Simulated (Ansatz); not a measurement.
`C[SiH2][CH2][AlH][SH]` and `BOC[SiH2]C` differ in one atom or group.

Ansatz, PBE0-D4/def2-TZVP geometries, multiplicity 1. Each molecule was computed in one conformer, which needn't be the lowest.

| property | `C[SiH2][CH2][AlH][SH]` |
| --- | --- |
| HOMO–LUMO gap (ωB97M-V/def2-TZVPP) / eV | 10.44 |
| HOMO energy (PBE/def2-TZVPP) / eV | -6.50 |
| LUMO energy (PBE/def2-TZVPP) / eV | -1.80 |
| HOMO energy (PBE0/def2-TZVPP) / eV | -7.68 |
| HOMO–LUMO gap (PBE0/def2-TZVPP) / eV | 6.64 |
| LUMO energy (ωB97M-V/def2-TZVPP) / eV | 0.57 |

(1) What does the change do to each property? (Best estimate.)

Results:

(1) Ansatz gave: 
```
                               property  `BOC[SiH2]C`  shift
HOMO–LUMO gap (ωB97M-V/def2-TZVPP) / eV         12.01   1.57
      HOMO energy (PBE/def2-TZVPP) / eV         -7.00  -0.50
      LUMO energy (PBE/def2-TZVPP) / eV         -1.38   0.42
     HOMO energy (PBE0/def2-TZVPP) / eV         -8.29  -0.61
   HOMO–LUMO gap (PBE0/def2-TZVPP) / eV          7.90   1.26
  LUMO energy (ωB97M-V/def2-TZVPP) / eV          1.44   0.87
```

With PBE0 the HOMO falls by 0.61 eV and the LUMO rises by 0.65 eV, so the gap widens by about 1.26 eV. PBE moves the HOMO by -0.50 eV and ωB97M-V by -0.70 eV.
